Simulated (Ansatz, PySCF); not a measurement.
System: BiF$_{3}$ (charge -1, doublet). 
Geometry from a B3LYP-D3(BJ)/def2-TZVP (Ansatz, an electronic-structure program) optimisation:
```
Bi
F 1 2.1846
F 1 2.1846 2 120.00
F 1 2.1846 2 120.00 3 180.00
```
Charge -1, spin multiplicity 2.

Total electronic energies in hartree. Cores are frozen in the correlated levels unless marked. UHF or UKS for open shells. Spin-orbit coupling is left out. Frozen are the shells of the preceding noble gas and the d and f shells that filled before the atom's block. In def2 rows, elements after Kr have scalar-relativistic effective core potentials. CBS(X,Y): correlation extrapolated as X^-3; Hartree-Fock from the larger set. [CCSD(T)-MP2]/basis is that difference in the basis named.

| level | program | energy (Eh) |
|---|---|---|
| HF/def2-TZVPP | Ansatz | -512.10343 |
| HF/def2-QZVPP | Ansatz | -512.12460 |
| HF-D3(BJ)/def2-TZVPD | PySCF + dftd3 | -512.12868 |
| RI-HF/def2-TZVPPD | Ansatz | -512.11102 |
| PBE-D4/def2-TZVPD | Ansatz + dftd4 | -514.21735 |
| BLYP-D4/def2-TZVPD | Ansatz + dftd4 | [?] |
| BLYP/def2-TZVPD | PySCF | -514.42838 |
| revPBE-D3(BJ)/def2-TZVPD | Ansatz + dftd3 | -514.44290 |
| B3LYP-D3(BJ)/def2-TZVPD | Ansatz + dftd3 | [?] |
| PBE0/def2-QZVPP | Ansatz | -514.17713 |
| r2SCANh-D4/def2-TZVPD | Ansatz + dftd4 | -514.38669 |
| r2SCANh/def2-TZVPD | Ansatz | -514.38602 |
| r2SCAN0-D4/def2-TZVPD | Ansatz + dftd4 | -514.31911 |
| HSE06-D4/def2-TZVPD | Ansatz + dftd4 | -514.15236 |
| CAM-B3LYP-D3(BJ)/def2-TZVPD | Ansatz + dftd3 | -514.36815 |
| LC-wPBE-D3(BJ)/def2-TZVPD | Ansatz + dftd3 | [?] |
| B2GP-PLYP-D3(BJ)/def2-TZVPD | Ansatz + dftd3 | -513.83722 |
| RPA@PBE/def2-QZVPP | Ansatz | -513.53365 |
| RI-MP2/def2-QZVPPD | Ansatz | -513.10830 |
| SCS-MP2/def2-SVP | Ansatz | -512.30589 |
| SCS-MP2/def2-SVPD | Ansatz | -512.43144 |
| CCSD/def2-TZVPP | Ansatz | -512.98528 |
| RI-MP2/CBS(def2-TZVPPD,def2-QZVPPD)+[CCSD(T)-MP2]/def2-SVPD | Ansatz | -513.1866 |

**Question.** Complete the blanks.

**Answer.** 
- BLYP-D4/def2-TZVPD, energy (Eh): -514.43425
- B3LYP-D3(BJ)/def2-TZVPD, energy (Eh): -514.53704
- LC-wPBE-D3(BJ)/def2-TZVPD, energy (Eh): -514.32678
